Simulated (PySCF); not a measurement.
C+ (carbon, charge +1) across methods

[He] 2s2 2p1, 2P determinant. All numbers are calculated (PySCF 2.14, scalar relativity by spin-free X2C-1e, in aug-cc-pVQZ-DK (6s5p4d3f2g, 80 functions)).

```
 method  E (hartree)  mean ε 2s α (eV)  mean ε 2s β (eV)  mean ε 2p α (eV)  Σ⟨r²⟩ (bohr²)   ⟨S²⟩
   PW91     -37.4197           -26.239           -24.755           -18.048          8.057  0.752
   PBE0     -37.3990           -28.153           -26.247           -19.790          8.030  0.753
 r2SCAN     -37.4209           -26.653           -24.893           -18.647          8.023  0.755
  M06-L     -37.4456           -26.618           -24.912           -18.532          7.909  0.753
    PBE     -37.3890           -26.174           -24.712           -17.950          8.062  0.752
    LDA     -37.0545           -26.119           -24.608           -17.803          8.125  0.751
   BP86     -37.4379           -26.246           -24.843           -18.018          8.034  0.752
    UHF    -37.31162           -33.323           -29.605           -24.873          8.048  0.757
r2SCANh     -37.4221           -27.371           -25.459           -19.319          8.018  0.755
```
